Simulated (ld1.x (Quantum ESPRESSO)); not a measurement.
## Configuration tests for Bi (Z = 83) (TM semilocal)

- Element: Bi
- Generator: ld1.x (Quantum ESPRESSO) 7.5
- Type: norm-conserving Troullier–Martins (semilocal form)
- Functional: PBE
- Relativity: scalar-relativistic
- Frozen core: [Xe] 4f14
- Valence charge: 15
- Reference configuration: 5d10 6s2 6p3
- Partial waves: 6s (bound): rc 1.70 bohr; 6p (bound): rc 2.50 bohr; 5d (bound): rc 1.70 bohr
- Local potential: the d channel
- Core correction: none

Energies are relative to the spin-unpolarised reference configuration 5d10 6s2 6p3; without spin polarisation the order of configurations can differ from experiment.

| valence configuration | charge | ΔE all-electron (eV) | error AE − PS (meV) |
| --- | --- | --- | --- |
| 5d10 6s2 6p2 | +1 | 7.913 | -2.6 |
| 5d10 6s2 6p1 | +2 | 23.160 | -6.3 |
| 5d10 6s0 6p5 | 0 | 20.501 | -9.5 |
| 5d10 6s1 6p3 | +1 | 18.731 | +0.4 |
| 5d9 6s2 6p3 | +1 | 33.322 | -82 |

Q: What are ΔE and the potential's error for 5d10 6s2 6p0?

A: ΔE = 46.502 eV all-electron; the error (AE − PS) is -11 meV.

Q: What are ΔE and the potential's error for 5d10 6s1 6p0?

A: ΔE = 91.907 eV all-electron; the error (AE − PS) is +30 meV.
